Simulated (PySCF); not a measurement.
F2H5NSSi2, SMILES S([SiH](F)F)[SiH2]N. Coordinates come from a ωB97X-D3(BJ)/def2-SVP optimisation. This is a generated structure with no PubChem entry under its InChIKey; it may be hypothetical. Other conformers were not sampled.

### Question
Give the equilibrium geometry at ωB97X-D3(BJ)/def2-SVP (PySCF confirms it by a frequency run) as a Z-matrix. (Estimate from the structure and the level; the computed values follow.)

### Answer
This is not unique; one that fits is 
```
Si
N 1 1.7160
H 2 1.0144 1 120.28
H 2 1.0147 3 111.38 1 -149.95
H 1 1.4823 2 108.16 3 39.44
H 1 1.4833 5 112.91 2 -122.06
S 1 2.1866 5 107.78 6 -117.26
Si 7 2.0906 1 96.77 5 84.76
F 8 1.6164 7 112.01 1 79.53
F 8 1.6221 9 105.02 7 117.84
H 8 1.4729 9 108.51 10 117.36
```
